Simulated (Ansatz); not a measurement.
Reaction (ligand exchange at the Si–C bond): `N=C[SiH3]` + `COB(O)F` → `COB(F)O[SiH3]` + `C=N`

Computed with Ansatz on PBE0-D4/def2-TZVP structures; ΔE is electronic, products minus reactants. CCSD(T)/CBS adds triple-zeta CCSD(T) − MP2 to the extrapolated MP2 energy (def2 sets, frozen cores). This one scheme is used for every species. DFT in def2-TZVPP. B3LYP here is the variant with VWN-RPA as its local correlation; programs differ in this. HSE06 is defined as in plane-wave codes. Each species was taken in one conformer, which may not be the lowest.

| level | ΔE (kJ/mol) | difference from CCSD(T)/CBS |
| --- | --- | --- |
| PBE-D4 | -87.5 | 16.2 |
| revPBE-D4 | -87.0 | 16.7 |
| BLYP-D4 | -98.8 | 4.9 |
| B97M-V | -104.9 | -1.2 |
| r2SCANh-D4 | -102.1 | 1.6 |
| HSE06-D4 | -93.8 | 9.9 |
| ωB97M-V | -102.1 | 1.6 |
| r2SCAN | -100.3 | 3.4 |
| B3LYP | -102.3 | 1.4 |
| r2SCAN0 | -103.0 | 0.7 |
| CAM-B3LYP | -105.9 | -2.2 |
| HF/def2-TZVPP | -121.6 | -17.9 |
| SCS-MP2/def2-TZVPP | -109.1 | -5.4 |
| CCSD(T)/def2-TZVPP | -104.1 | -0.4 |
| HF/def2-QZVPP | -123.1 | -19.4 |
| MP2/CBS(def2) | -105.7 | -2.0 |
| CCSD(T)/CBS | -103.7 | 0 |

Largest T1 diagnostic among the species: 0.012.

Leaving LDA and LC-ωPBE aside and taking each functional with its dispersion term where it has one, the values, not all of them listed here, spread over 25.4 kJ/mol, from BHLYP-D4 to revPBE-D4. From PBE to PBE0 (25 % exact exchange), in def2-TZVPP and without D4, ΔE moves by −6.6 kJ/mol. At CCSD(T), def2-SVP lies +8.1 kJ/mol from the extrapolated value and def2-TZVPP −0.4 kJ/mol.
